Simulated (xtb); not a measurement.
HCl₂Si, doublet, geometry from GFN2-xTB; xtb 6.7.1 with GFN2-xTB with ALPB(water).

Input for xtb:
```
$ xtb mol.xyz --gfn 2 --chrg 0 --uhf 1 --alpb water --json

# file mol.xyz
4

Cl    -1.65128839    -0.35943612    -0.15557917
Si    -0.00792459     0.68031058     0.39809754
Cl     1.65928928    -0.31834917    -0.15989197
H     -0.02507086     1.99800184    -0.21035615
```

It wrote (shortened):

```
   ID    Z sym.   atoms
    1   17 Cl     1, 3
    2   14 Si     2
    3    1 H      4

           -------------------------------------------------
          |                Calculation Setup                |
           -------------------------------------------------

           -------------------------------------------------
          |                 G F N 2 - x T B                 |
           -------------------------------------------------

      * Solvation model:               ALPB
        Solvent                        water
        Parameter file                 internal GFN2-xTB/ALPB
        Dielectric constant                8.0200E+01
        Reference state                gsolv [1 M gas/solution]
        Free energy shift                  1.0808E-03 Eh       6.7819E-01 kcal/mol
        Temperature                        2.9815E+02 K
        Density                            1.0000E+00 kg/L
        Solvent mass                       1.8000E+01 g/mol
        Interaction kernel             P16
        Born radius scaling (c1)           1.4744E+00
        Born radii integrator          GBOBC
        Born offset                        0.0000E+00 a0       0.0000E+00 AA
        H-bond correction              true
        Ion screening                  false
        Surface tension                    1.0000E-05 Eh       1.5569E+01 dyn/cm
        Grid points                               230 per atom

          ...................................................
          :                      SETUP                      :
          :.................................................:
          :  # basis functions                  31          :
          :  # atomic orbitals                  28          :
          :  # shells                           10          :
          :  # electrons                        19          :
          :  max. iterations                   250          :
          :  Hamiltonian                  GFN2-xTB          :
          :  restarted?                      false          :
          :  GBSA solvation                   true          :
          :  PC potential                    false          :
          :  electronic temp.          300.0000000     K    :
          :  accuracy                    1.0000000          :
          :  -> integral cutoff          0.2500000E+02      :
          :  -> integral neglect         0.1000000E-07      :
          :  -> SCF convergence          0.1000000E-05 Eh   :
          :  -> wf. convergence          0.1000000E-03 e    :
          :  Broyden damping             0.4000000          :
          :  net charge                          0          :
          :  unpaired electrons                  1          :
          ...................................................

 iter      E             dE          RMSdq      gap      omega  full diag
   1    -11.3702573 -0.113703E+02  0.745E+00    3.31       0.0  T
   2    -11.3909169 -0.206596E-01  0.295E+00    3.30       1.0  T
   3    -11.3918514 -0.934512E-03  0.170E+00    3.41       1.0  T
   4    -11.3922110 -0.359532E-03  0.619E-01    3.46       1.0  T
   5    -11.3902306  0.198039E-02  0.133E+00    3.39       1.0  T
   6    -11.3922812 -0.205060E-02  0.312E-01    3.41       1.0  T
   7    -11.3923888 -0.107645E-03  0.103E-01    3.43       1.0  T
   8    -11.3923863  0.254805E-05  0.122E-01    3.43       1.0  T
   9    -11.3924061 -0.197973E-04  0.234E-02    3.42       2.1  T
  10    -11.3924067 -0.662651E-06  0.116E-02    3.42       4.3  T
  11    -11.3924069 -0.156428E-06  0.155E-03    3.42      32.2  T
  12    -11.3924069 -0.201801E-08  0.210E-04    3.42     237.9  T
  13    -11.3924069 -0.157989E-10  0.180E-04    3.42     278.5  T

   *** convergence criteria satisfied after 13 iterations ***

         :::::::::::::::::::::::::::::::::::::::::::::::::::::
         ::                     SUMMARY                     ::
         :::::::::::::::::::::::::::::::::::::::::::::::::::::
[...]
         :: total energy             -11.368969696046 Eh    ::
[...]
           -------------------------------------------------

    * Orbital Energies and Occupations

         #    Occupation            Energy/Eh            Energy/eV
      -------------------------------------------------------------
         1        2.0000           -1.0754563             -29.2647
         2        2.0000           -1.0620308             -28.8993
         3        2.0000           -0.6796731             -18.4948
         4        2.0000           -0.4782815             -13.0147
         5        2.0000           -0.4740062             -12.8984
         6        2.0000           -0.4588863             -12.4869
         7        2.0000           -0.4486025             -12.2071
         8        2.0000           -0.4419452             -12.0259
         9        2.0000           -0.4415665             -12.0156
        10        1.0000           -0.3193035              -8.6887 (HOMO)
        11                         -0.1934822              -5.2649 (LUMO)
        12                         -0.1897060              -5.1622
        13                         -0.1332542              -3.6260
        14                         -0.0515520              -1.4028
        15                         -0.0490030              -1.3334
        16                         -0.0058560              -0.1594
        17                          0.0048960               0.1332
        18                          0.0091464               0.2489
        19                          0.0092221               0.2509
        20                          0.0092808               0.2525
        21                          0.0102131               0.2779
       ...                                ...                  ...
        28                          0.7475404              20.3416
      -------------------------------------------------------------
                  HL-Gap            0.1258213 Eh            3.4238 eV
             Fermi-level           -0.3184140 Eh           -8.6645 eV

     #   Z          covCN         q      C6AA      α(0)
     1  17 Cl       0.807    -0.244   106.772    15.807
     2  14 Si       2.529     0.460   177.250    29.187
     3  17 Cl       0.807    -0.244   106.772    15.807
     4   1 H        0.921     0.028     2.622     2.532

 Mol. C6AA /au·bohr⁶  :       1237.747809
 Mol. C8AA /au·bohr⁸  :      61795.746081
 Mol. α(0) /au        :         63.333741

Wiberg/Mayer (AO) data.
largest (>0.10) Wiberg bond orders for each atom

 ---------------------------------------------------------------------------
     #   Z sym  total        # sym  WBO       # sym  WBO       # sym  WBO
 ---------------------------------------------------------------------------
     1  17 Cl   1.222 --     2 Si   1.105
     2  14 Si   3.086 --     1 Cl   1.105     3 Cl   1.105     4 H    0.875
     3  17 Cl   1.222 --     2 Si   1.105
     4   1 H    0.995 --     2 Si   0.875
 ---------------------------------------------------------------------------

Topologies differ in total number of bonds
Writing topology from bond orders to xtbtopo.mol

molecular dipole:
                 x           y           z       tot (Debye)
 q only:       -0.012       1.008       0.480
   full:       -0.007       0.582      -0.016       1.480
molecular quadrupole (traceless):
                xx          xy          yy          xz          yz          zz
 q only:       -5.358      -0.106       3.228       0.004       0.466       2.130
  q+dip:       -4.426      -0.096       3.205       0.020      -1.035       1.221
   full:       -3.646      -0.080       2.748       0.013      -0.600       0.899

           -------------------------------------------------
          | TOTAL ENERGY              -11.368969696046 Eh   |
          | GRADIENT NORM               0.008486797544 Eh/α |
          | HOMO-LUMO GAP               3.423771710376 eV   |
           -------------------------------------------------

normal termination of xtb
```
